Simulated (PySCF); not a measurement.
C3H12Si3. Atoms are numbered in the order given.

```xyz
18

Si     2.9206     0.2437    -0.4836
C      1.5125    -0.5061     0.5573
C      0.1432     0.1636     0.3659
C     -0.4470     0.1380    -1.0823
Si    -2.3138     0.3841    -0.6630
Si    -1.4143    -0.5371     1.2930
H      2.7157    -0.0003    -1.9550
H      4.2424    -0.3615    -0.0882
H      2.9864     1.7327    -0.2586
H      1.4481    -1.5912     0.3191
H      1.8259    -0.4484     1.6228
H      0.2095     1.2300     0.6847
H     -0.3285    -0.8789    -1.5190
H      0.0266     0.8527    -1.7881
H     -3.3184    -0.3044    -1.5474
H     -2.6777     1.8411    -0.5417
H     -1.4034    -2.0462     1.2746
H     -1.6745    -0.0686     2.7014
```

Coordinates come from a PBE-D3(BJ)/def2-SVP optimisation. The structure was generated by enumeration; whether it is a known compound was not checked. One conformer was computed; it need not be the lowest.

All values below come from PBE0/pcSseg-1 (PySCF).

GIAO shieldings, no solvent; atoms listed in one row are averaged. δ = σ(ref) − σ: ²⁹Si against TMS (σ = 352.7 ppm); ¹³C against TMS (σ = 186.3 ppm); ¹H against TMS (σ = 31.56 ppm), references at their B3LYP-D3(BJ)/def2-TZVP geometries, non-relativistic.

```json
[
 {"nucleus": "²⁹Si", "atoms": "Si6", "count": "1", "δ (ppm)": "-35.7"},
 {"nucleus": "²⁹Si", "atoms": "Si5", "count": "1", "δ (ppm)": "-62.1"},
 {"nucleus": "²⁹Si", "atoms": "Si1", "count": "1", "δ (ppm)": "-66.5"},
 {"nucleus": "¹³C", "atoms": "C3", "count": "1", "δ (ppm)": "30.9"},
 {"nucleus": "¹³C", "atoms": "C4", "count": "1", "δ (ppm)": "22.8"},
 {"nucleus": "¹³C", "atoms": "C2", "count": "1", "δ (ppm)": "22.7"},
 {"nucleus": "¹H", "atoms": "H18", "count": "1", "δ (ppm)": "5.02"},
 {"nucleus": "¹H", "atoms": "H15", "count": "1", "δ (ppm)": "4.77"},
 {"nucleus": "¹H", "atoms": "H17", "count": "1", "δ (ppm)": "4.68"},
 {"nucleus": "¹H", "atoms": "H16", "count": "1", "δ (ppm)": "4.67"},
 {"nucleus": "¹H", "atoms": "H7, H8, H9", "count": "3", "δ (ppm)": "4.32"},
 {"nucleus": "¹H", "atoms": "H14", "count": "1", "δ (ppm)": "2.26"},
 {"nucleus": "¹H", "atoms": "H12", "count": "1", "δ (ppm)": "2.19"},
 {"nucleus": "¹H", "atoms": "H11", "count": "1", "δ (ppm)": "1.64"},
 {"nucleus": "¹H", "atoms": "H13", "count": "1", "δ (ppm)": "1.54"},
 {"nucleus": "¹H", "atoms": "H10", "count": "1", "δ (ppm)": "1.46"}
]
```
